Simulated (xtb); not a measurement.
xtb input file for C₂H₈O₂Si₂, SMILES C=C[Si@H](O)[SiH2]O, GFN2-xTB. 

```
$ xtb mol.xyz --gfn 2 --sp --chrg 0 --uhf 0 --json
$ cat mol.xyz
14

C      2.14580617    -0.40169184    -1.80539642
C      1.35932190     0.49806368    -1.23419178
Si     0.60241362     0.33223096     0.49559162
O      1.28214554    -0.90744733     1.31304021
Si    -1.61850358    -0.25510903     0.51234884
O     -2.48225745     0.75398602    -0.44041504
H      2.42794958    -1.30782491    -1.29144469
H      2.54658069    -0.28914197    -2.80232254
H      1.10635723     1.38435550    -1.80555699
H      0.98655917     1.59706309     1.15829134
H      2.22847208    -0.98906054     1.39978334
H     -2.30529842    -0.03006243     1.78229807
H     -1.87963580    -1.63793313     0.07818452
H     -2.31559810     0.84235661    -1.37387186
```

Program output:

```
[banner left out]
          |                Calculation Setup                |
           -------------------------------------------------



           -------------------------------------------------
          |                 G F N 2 - x T B                 |
           -------------------------------------------------

        Reference                      10.1021/acs.jctc.8b01176
      * Hamiltonian:
        H0-scaling (s, p, d)           1.850000    2.230000    2.230000
        zeta-weighting                 0.500000
      * Dispersion:
        s8                             2.700000
        a1                             0.520000
        a2                             5.000000
        s9                             5.000000
      * Repulsion:
        kExp                           1.500000    1.000000
        rExp                           1.000000
      * Coulomb:
        alpha                          2.000000
        third order                    shell-resolved
        anisotropic                    true
        a3                             3.000000
        a5                             4.000000
        cn-shift                       1.200000
        cn-exp                         4.000000
        max-rad                        5.000000


          ...................................................
          :                      SETUP                      :
          :.................................................:
          :  # basis functions                  44          :
          :  # atomic orbitals                  42          :
          :  # shells                           22          :
          :  # electrons                        36          :
          :  max. iterations                   250          :
          :  Hamiltonian                  GFN2-xTB          :
          :  restarted?                      false          :
          :  GBSA solvation                  false          :
          :  PC potential                    false          :
          :  electronic temp.          300.0000000     K    :
          :  accuracy                    1.0000000          :
          :  -> integral cutoff          0.2500000E+02      :
          :  -> integral neglect         0.1000000E-07      :
          :  -> SCF convergence          0.1000000E-05 Eh   :
          :  -> wf. convergence          0.1000000E-03 e    :
          :  Broyden damping             0.4000000          :
          :  net charge                          0          :
          :  unpaired electrons                  0          :
          ...................................................

 iter      E             dE          RMSdq      gap      omega  full diag
   1    -20.1536556 -0.201537E+02  0.619E+00    3.49       0.0  T
   2    -20.2038080 -0.501524E-01  0.366E+00    3.53       1.0  T
   3    -20.2044133 -0.605318E-03  0.194E+00    3.40       1.0  T
   4    -20.2057133 -0.129999E-02  0.921E-01    3.54       1.0  T
   5    -20.2072117 -0.149838E-02  0.580E-01    3.58       1.0  T
   6    -20.2086138 -0.140218E-02  0.236E-01    3.52       1.0  T
   7    -20.2088376 -0.223777E-03  0.914E-02    3.55       1.0  T
   8    -20.2088386 -0.940327E-06  0.463E-02    3.55       1.0  T
   9    -20.2088446 -0.608052E-05  0.208E-02    3.55       1.3  T
  10    -20.2088452 -0.602975E-06  0.736E-03    3.55       3.6  T
  11    -20.2088454 -0.180310E-06  0.330E-03    3.55       8.1  T
  12    -20.2088454 -0.955165E-08  0.852E-04    3.55      31.4  T
  13    -20.2088454 -0.766200E-09  0.310E-04    3.55      86.2  T

   *** convergence criteria satisfied after 13 iterations ***

         #    Occupation            Energy/Eh            Energy/eV
      -------------------------------------------------------------
         1        2.0000           -0.7836029             -21.3229
       ...           ...                  ...                  ...
        12        2.0000           -0.4700764             -12.7914
        13        2.0000           -0.4641375             -12.6298
        14        2.0000           -0.4416806             -12.0187
        15        2.0000           -0.4123430             -11.2204
        16        2.0000           -0.4096596             -11.1474
        17        2.0000           -0.3901299             -10.6160
        18        2.0000           -0.3541183              -9.6360 (HOMO)
        19                         -0.2236527              -6.0859 (LUMO)
        20                         -0.1860682              -5.0632
        21                         -0.1766179              -4.8060
        22                         -0.1421882              -3.8691
        23                         -0.1186015              -3.2273
       ...                                ...                  ...
        42                          0.9177840              24.9742
      -------------------------------------------------------------
                  HL-Gap            0.1304656 Eh            3.5501 eV
             Fermi-level           -0.2888855 Eh           -7.8610 eV

 SCC (total)                   0 d,  0 h,  0 min,  0.008 sec
 SCC setup                      ...        0 min,  0.000 sec (  1.041%)
 Dispersion                     ...        0 min,  0.000 sec (  0.654%)
 classical contributions        ...        0 min,  0.000 sec (  0.241%)
 integral evaluation            ...        0 min,  0.001 sec ( 15.168%)
 iterations                     ...        0 min,  0.004 sec ( 50.479%)
 molecular gradient             ...        0 min,  0.002 sec ( 31.451%)
 printout                       ...        0 min,  0.000 sec (  0.867%)

         :::::::::::::::::::::::::::::::::::::::::::::::::::::
         ::                     SUMMARY                     ::
         :::::::::::::::::::::::::::::::::::::::::::::::::::::
         :: total energy             -19.996819017818 Eh    ::
         :: gradient norm              0.000285327451 Eh/a0 ::
         :: HOMO-LUMO gap              3.550149570142 eV    ::
         ::.................................................::
         :: SCC energy               -20.208809252773 Eh    ::
         :: -> isotropic ES            0.070435944030 Eh    ::
         :: -> anisotropic ES          0.003576186466 Eh    ::
         :: -> anisotropic XC          0.004968135908 Eh    ::
         :: -> dispersion             -0.009371802397 Eh    ::
         :: repulsion energy           0.211990234955 Eh    ::
         :: add. restraining           0.000000000000 Eh    ::
         :: total charge              -0.000000000000 e     ::
         :::::::::::::::::::::::::::::::::::::::::::::::::::::

           -------------------------------------------------
          |                Property Printout                |
           -------------------------------------------------

    * Orbital Energies and Occupations

         #    Occupation            Energy/Eh            Energy/eV
      -------------------------------------------------------------
         1        2.0000           -0.7836029             -21.3229
       ...           ...                  ...                  ...
         6        2.0000           -0.5500447             -14.9675
         7        2.0000           -0.5390201             -14.6675
         8        2.0000           -0.5280077             -14.3678
         9        2.0000           -0.4903767             -13.3438
        10        2.0000           -0.4757902             -12.9469
        11        2.0000           -0.4719471             -12.8423
        12        2.0000           -0.4700764             -12.7914
        13        2.0000           -0.4641375             -12.6298
        14        2.0000           -0.4416806             -12.0187
        15        2.0000           -0.4123430             -11.2204
        16        2.0000           -0.4096596             -11.1474
        17        2.0000           -0.3901299             -10.6160
        18        2.0000           -0.3541183              -9.6360 (HOMO)
        19                         -0.2236527              -6.0859 (LUMO)
        20                         -0.1860682              -5.0632
        21                         -0.1766179              -4.8060
        22                         -0.1421882              -3.8691
        23                         -0.1186015              -3.2273
        24                         -0.0919924              -2.5032
        25                         -0.0727569              -1.9798
        26                         -0.0067651              -0.1841
        27                          0.0054926               0.1495
        28                          0.0379421               1.0325
        29                          0.0793894               2.1603
       ...                                ...                  ...
        42                          0.9177840              24.9742
      -------------------------------------------------------------
                  HL-Gap            0.1304656 Eh            3.5501 eV
             Fermi-level           -0.2888855 Eh           -7.8610 eV

     #   Z          covCN         q      C6AA      α(0)
     1   6 C        2.847    -0.081    30.020     8.980
     2   6 C        2.781    -0.148    31.786     9.235
     3  14 Si       3.523     0.443   101.207    19.420
     4   8 O        1.576    -0.502    22.987     6.470
     5  14 Si       3.554     0.447   100.288    19.285
     6   8 O        1.576    -0.504    23.036     6.476
     7   1 H        0.926     0.021     2.713     2.576
     8   1 H        0.926     0.025     2.658     2.550
     9   1 H        0.925     0.015     2.815     2.624
    10   1 H        0.914    -0.103     5.683     3.729
    11   1 H        0.809     0.291     0.749     1.359
    12   1 H        0.919    -0.095     5.396     3.633
    13   1 H        0.916    -0.099     5.525     3.676
    14   1 H        0.809     0.291     0.748     1.358

 Mol. C6AA /au·bohr⁶  :       2917.140337
 Mol. C8AA /au·bohr⁸  :     100733.788811
 Mol. α(0) /au        :         91.369677


Wiberg/Mayer (AO) data.
largest (>0.10) Wiberg bond orders for each atom

 ---------------------------------------------------------------------------
     #   Z sym  total        # sym  WBO       # sym  WBO       # sym  WBO
 ---------------------------------------------------------------------------
     1   6 C    3.992 --     2 C    1.989     7 H    0.980     8 H    0.974
     2   6 C    3.962 --     1 C    1.989     9 H    0.979     3 Si   0.892
     3  14 Si   3.864 --     4 O    1.174     2 C    0.892    10 H    0.876
                             5 Si   0.783
     4   8 O    2.149 --     3 Si   1.174    11 H    0.895
     5  14 Si   3.855 --     6 O    1.175    12 H    0.895    13 H    0.884
                             3 Si   0.783
     6   8 O    2.142 --     5 Si   1.175    14 H    0.896
     7   1 H    1.000 --     1 C    0.980
     8   1 H    0.998 --     1 C    0.974
     9   1 H    1.000 --     2 C    0.979
    10   1 H    0.989 --     3 Si   0.876
    11   1 H    0.915 --     4 O    0.895
    12   1 H    0.989 --     5 Si   0.895
    13   1 H    0.990 --     5 Si   0.884
    14   1 H    0.915 --     6 O    0.896
 ---------------------------------------------------------------------------

Topologies differ in total number of bonds
Writing topology from bond orders to xtbtopo.mol

molecular dipole:
                 x           y           z       tot (Debye)
 q only:        0.351       0.019      -0.139
   full:        0.710      -0.012      -0.492       2.196
molecular quadrupole (traceless):
                xx          xy          yy          xz          yz          zz
 q only:       -1.562       0.136      -0.220       4.138      -0.433       1.782
  q+dip:       -2.582      -0.655      -0.360       3.888      -0.082       2.942
Note: The following floating-point exceptions are signalling: IEEE_UNDERFLOW_FLAG IEEE_DENORMAL
normal termination of xtb
   full:       -1.343      -1.317      -1.835       5.043      -0.990       3.178


           -------------------------------------------------
          | TOTAL ENERGY              -19.996819017818 Eh   |
          | GRADIENT NORM               0.000285327451 Eh/α |
          | HOMO-LUMO GAP               3.550149570142 eV   |
           -------------------------------------------------

------------------------------------------------------------------------
------------------------------------------------------------------------
 total:
 SCF:
```

The calculation finished and met its thresholds.
